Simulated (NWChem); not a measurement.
System meant: C3H6Cl cation

The following NWChem deck was run.

```
start job
memory heap 200 mb stack 900 mb global 1100 mb
charge 1
geometry units angstroms noautoz
  C     -1.272605     1.068090    -0.062989
  C      0.001935     0.356753     0.039556
  C      1.297295     1.034111    -0.025238
  Cl    -0.022903    -1.300024     0.239179
  H     -1.514306     1.403828     0.981427
  H     -1.171628     2.002918    -0.651745
  H     -2.114255     0.433801    -0.398359
  H      1.545084     1.104918    -1.118640
  H      2.121021     0.473025     0.454166
  H      1.226090     2.084574     0.324319
end
basis spherical
  C library def2-svp
  Cl library def2-svp
  H library def2-svp
end
dft
  odft
  mult 2
  xc xpbe96 cpbe96
  iterations 150
  mulliken
end
task dft energy
```

End of the output:

```
 ==============================================================================
                                 internuclear angles
 ------------------------------------------------------------------------------
        center 1       |       center 2       |       center 3       |  degrees
 ------------------------------------------------------------------------------
    2 C                |   1 C                |   5 H                |   105.52
    2 C                |   1 C                |   6 H                |   111.57
    2 C                |   1 C                |   7 H                |   113.91
    5 H                |   1 C                |   6 H                |   105.14
    5 H                |   1 C                |   7 H                |   106.83
    6 H                |   1 C                |   7 H                |   113.05
    1 C                |   2 C                |   3 C                |   122.89
    1 C                |   2 C                |   4 Cl               |   118.56
    3 C                |   2 C                |   4 Cl               |   118.56
    2 C                |   3 C                |   8 H                |   105.52
    2 C                |   3 C                |   9 H                |   113.91
    2 C                |   3 C                |  10 H                |   111.57
    8 H                |   3 C                |   9 H                |   106.83
    8 H                |   3 C                |  10 H                |   105.14
    9 H                |   3 C                |  10 H                |   113.05
 ------------------------------------------------------------------------------
                            number of included internuclear angles:         15
 ==============================================================================

 Summary of "ao basis" -> "" (spherical)
 ------------------------------------------------------------------------------
       Tag                 Description            Shells   Functions and Types
 ---------------- ------------------------------  ------  ---------------------
 C                          def2-svp                 6       14   3s2p1d
 Cl                         def2-svp                 8       18   4s3p1d
 H                          def2-svp                 3        5   2s1p

  pbe96 is a nonlocal functional; adding pw91lda local functional.

                                 NWChem DFT Module
                                 -----------------

 Summary of "ao basis" -> "ao basis" (spherical)
 ------------------------------------------------------------------------------
       Tag                 Description            Shells   Functions and Types
 ---------------- ------------------------------  ------  ---------------------
 C                          def2-svp                 6       14   3s2p1d
 Cl                         def2-svp                 8       18   4s3p1d
 H                          def2-svp                 3        5   2s1p

      Symmetry analysis of basis
      --------------------------

        a          47
        b          43

  number of electrons :                   40
  multiplicity        :                    2
 ------------------------------------------------------------------------
  no. of electrons and multiplicity not compatible                  40
 ------------------------------------------------------------------------
 ------------------------------------------------------------------------
  current input line :
    28: task dft energy
 ------------------------------------------------------------------------
 ------------------------------------------------------------------------
 There is an error in the input file
 ------------------------------------------------------------------------
 For more information see the NWChem manual at https://nwchemgit.github.io

0: no. of electrons and multiplicity not compatible:Received an Error in Communication
```

**Question.** What is wrong, and how is it mended?

**Answer.** The program refused the input. Cause: the multiplicity doesn't fit the number of electrons (an even count wants an odd multiplicity, and the reverse). This input runs:
```
start job
memory heap 200 mb stack 900 mb global 1100 mb
charge 1
geometry units angstroms noautoz
  C     -1.272605     1.068090    -0.062989
  C      0.001935     0.356753     0.039556
  C      1.297295     1.034111    -0.025238
  Cl    -0.022903    -1.300024     0.239179
  H     -1.514306     1.403828     0.981427
  H     -1.171628     2.002918    -0.651745
  H     -2.114255     0.433801    -0.398359
  H      1.545084     1.104918    -1.118640
  H      2.121021     0.473025     0.454166
  H      1.226090     2.084574     0.324319
end
basis spherical
  * library def2-svp
end
dft
  xc xpbe96 cpbe96
  iterations 150
  mulliken
end
task dft energy
```
It converges to -577.23695 Ha (PBE/def2-SVP).
